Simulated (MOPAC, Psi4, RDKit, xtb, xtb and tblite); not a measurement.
Two geometries of SMILES c1(c(c(F)c(F)c(c1F)F)F)-c1ccccc1 (C₁₂H₅F₅), relaxed at GFN2-xTB with one dihedral held; other torsions can differ between them too.

Structure A

```
22

F      4.7581    -0.9219    -0.2172
C      3.4497    -0.6673    -0.1908
C      2.9278     0.3870    -0.9345
F      3.7380     1.1411    -1.6803
C      1.5610     0.6427    -0.8999
F      1.0731     1.6556    -1.6226
C      0.6933    -0.1249    -0.1286
C     -0.7648     0.1376    -0.1278
C     -1.6217    -0.7148    -0.8136
C     -2.9796    -0.4531    -0.8372
C     -3.4859     0.6583    -0.1846
C     -2.6313     1.5133     0.4905
C     -1.2717     1.2604     0.5149
C      1.2361    -1.1821     0.5960
F      0.4305    -1.9492     1.3369
C      2.5997    -1.4560     0.5787
F      3.0951    -2.4699     1.2913
H     -1.2228    -1.5798    -1.3221
H     -3.6424    -1.1181    -1.3698
H     -4.5463     0.8595    -0.2046
H     -3.0223     2.3826     0.9970
H     -0.6013     1.9261     1.0377
```

Structure B

```
22

F     -4.8179    -0.8974    -0.1953
C     -3.5046    -0.6726    -0.1870
C     -2.9303     0.2337    -1.0684
F     -3.6956     0.8968    -1.9389
C     -1.5596     0.4693    -1.0459
F     -1.1057     1.3201    -1.9751
C     -0.6800    -0.2111    -0.1915
C      0.7598     0.0985    -0.0993
C      1.2897     1.2823    -0.6213
C      2.6500     1.5246    -0.5928
C      3.5238     0.5786    -0.0860
C      3.0197    -0.6197     0.3887
C      1.6603    -0.8662     0.3670
C     -1.3052    -1.0855     0.7117
F     -0.6049    -1.7136     1.6645
C     -2.6732    -1.3330     0.7086
F     -3.1885    -2.1930     1.5906
H      0.6456     2.0612    -0.9915
H      3.0278     2.4578    -0.9823
H      4.5863     0.7686    -0.0713
H      3.6886    -1.3784     0.7658
H      1.3143    -1.8298     0.6992
```

Which is lower in energy at the level B3LYP-D3(BJ)/def2-SVP // GFN2-xTB (Psi4), and by how much?

A is lower, by 1.36 kcal/mol (dihedral C5–C7–C8–C9: 105° in A, 15° in B).

E(B) − E(A) in kcal/mol at the other levels, on the same two geometries: GFN2-xTB (xtb and tblite) 2.00; MMFF94 // GFN2-xTB (RDKit) 2.75; B3LYP/def2-SVP // GFN2-xTB (Psi4) 1.48; PBE/def2-SVP // GFN2-xTB (Psi4) 1.04; PBE-D3(BJ)/def2-SVP // GFN2-xTB (Psi4) 0.99; UFF // GFN2-xTB (RDKit) 8.58; PM3, restricted, heats of formation // GFN2-xTB (MOPAC) 5.95; PM6, restricted, heats of formation // GFN2-xTB (MOPAC) 6.54; GFN1-xTB // GFN2-xTB (xtb) 0.39.
